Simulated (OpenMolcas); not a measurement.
An OpenMolcas run meant for neutral zinc (ANO-RCC-VDZ, DKH2; inactive shells 1s 2s 2p 3s 3p 3d; intended active space 2 electrons in 4 orbitals (4s 4p)). One step of its input:

```
&CASPT2
Multistate=1 1
Frozen=3 6
IPEA=0.25
Imaginary=2.0
MaxIter=60
WThr=0.0 0.3 0.05
PrWF=0.5
NoMix
```

The run finished. Its levels beside those of a sound run (SS-CASPT2, IPEA 0.25 Eh, imaginary shift 0.1 Eh (closed shells correlated: 3d)), in cm-1 above each run's lowest level:

```tsv
Level	This run	Usual run
4s2 1S0	0.0	0.0
4s 4p 3P* 0	29425	29718
4s 4p 3P* 1	29581	29874
4s 4p 3P* 2	29896	30188
4s 4p 1P* 1	53039	52996
```

Which setting is unsound, and how much does it matter here?

The level shift is far above the usual 0.1 to 0.3 hartree and damps the second-order energy. Against the sound run the excited levels shown move by 230 cm-1 on average and by 290 cm-1 at most.

Some high roots are left out of the spin-orbit mixing, which shifts the levels that they would mix with. Levels of configurations outside the active space are missing.

* marks odd parity.
